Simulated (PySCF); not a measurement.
A PySCF script (with the pyscf-properties extension) for the NMR shieldings of `C[Si@H]([SiH2]S[SiH3])S[SiH3]`, CH₁₂S₂Si₄, on a GFN2-xTB geometry:

```python
import basis_set_exchange as bse
import numpy as np
from pyscf import gto, dft
from pyscf.prop import nmr

atoms = """
C     1.151724    1.104791   -1.476337
Si    0.810915   -0.236947   -0.169288
Si   -1.266970   -0.084231    0.812749
S    -2.628326   -0.329597   -0.847154
Si   -4.558474   -0.200153    0.067484
S     2.150380    0.023695    1.520685
Si    4.103380    0.131781    0.658013
H     1.176746    2.095899   -1.028591
H     2.100107    0.946438   -1.984700
H     0.366630    1.099259   -2.226747
H     1.173131   -1.537798   -0.749654
H    -1.619340    1.199580    1.426214
H    -1.632347   -1.113676    1.787344
H    -5.468902   -0.478811   -1.027395
H    -4.710393    1.147100    0.601073
H    -4.621315   -1.193063    1.131404
H     4.271542   -1.007224   -0.235217
H     4.208682    1.385444   -0.078181
H     4.983027    0.087093    1.810837
"""
names = dict.fromkeys(["C", "Si", "S", "H"], "pcSseg-1")
basis = {el: gto.basis.parse(bse.get_basis(n, elements=[el], fmt="nwchem")) for el, n in names.items()}
mol = gto.M(atom=atoms, basis=basis, charge=0, verbose=0)
mf = dft.RKS(mol, xc="PBE0")
mf.grids.level = 2
mf.grids.alignment = dft.numint.BLKSIZE   # the property module wants whole blocks of grid points
mf.conv_tol = 1e-9
mf.kernel()

calc = nmr.RKS(mf)   # GIAO
C = mf.mo_coeff
Co = C[:, mf.mo_occ > 0]
resp = mf.gen_response(singlet=True, hermi=2)
def vind(x):   # induced exchange potential for any number of trial vectors
    d = np.einsum("pi,xij,qj->xpq", C, 2 * x.reshape(-1, C.shape[1], Co.shape[1]), Co, optimize=True)
    return np.einsum("xpq,pi,qj->xij", resp(d - d.transpose(0, 2, 1)), C, Co, optimize=True).ravel()
mo1, _ = nmr.rhf.solve_mo1(calc, with_cphf=vind)
sigma = calc.kernel(mo1)
for i, s in enumerate(sigma):   # ppm
    w = np.linalg.eigvalsh((s + s.T) / 2)
    print("%2d %-2s iso %8.1f  s11 %8.1f  s22 %8.1f  s33 %8.1f" % (i, mol.atom_pure_symbol(i), w.mean(), *w))
```

Q: Give the expected output.

A: 
```
 0 C  iso    187.9  s11    178.1  s22    191.3  s33    194.5
 1 Si iso    372.0  s11    319.5  s22    392.8  s33    403.6
 2 Si iso    403.7  s11    364.8  s22    390.0  s33    456.2
 3 S  iso    861.6  s11    844.3  s22    847.5  s33    893.1
 4 Si iso    401.5  s11    362.2  s22    385.6  s33    456.6
 5 S  iso    822.2  s11    774.3  s22    818.8  s33    873.5
 6 Si iso    407.3  s11    370.8  s22    397.1  s33    454.1
 7 H  iso     31.4  s11     28.1  s22     28.5  s33     37.6
 8 H  iso     30.9  s11     25.7  s22     29.2  s33     37.7
 9 H  iso     31.1  s11     25.3  s22     29.8  s33     38.2
10 H  iso     26.5  s11     22.8  s22     25.4  s33     31.2
11 H  iso     26.9  s11     22.7  s22     26.5  s33     31.6
12 H  iso     27.0  s11     22.3  s22     26.6  s33     32.0
13 H  iso     27.0  s11     22.7  s22     24.6  s33     33.7
14 H  iso     27.1  s11     22.8  s22     25.3  s33     33.1
15 H  iso     27.1  s11     23.0  s22     25.4  s33     33.0
16 H  iso     27.1  s11     23.3  s22     25.2  s33     32.8
17 H  iso     27.0  s11     22.4  s22     25.9  s33     32.6
18 H  iso     27.0  s11     22.8  s22     24.6  s33     33.8
```

These numbers come from an equivalent density-fitted implementation of the same equations, which agrees with the script to about 0.01 ppm for H and up to a few tenths of a ppm for heavy atoms, so last digits may differ.

Q: Turn these shieldings into chemical shifts. Referencing at the same level of theory: 13C (186.93 ppm) and 29Si (349.16 ppm) and 1H (31.72 ppm) vs TMS; CS2 for 33S (503.73 ppm).

A: Averaging equivalent atoms: C 0: -1.0; Si 1: -22.8; Si 4: -52.3; Si 2: -54.5; Si 6: -58.2; S 5: -318; S 3: -358; H 10: 5.26; H 11: 4.77; H 12: 4.73; H 16/17/18: 4.68; H 13/14/15: 4.68; H 7/8/9: 0.61 ppm. 

Size and cost of the density-fitted run: 221 basis functions, 45 s wall time on 1 thread of an Arm Neoverse V2, shared host; peak memory 0.99 GiB.
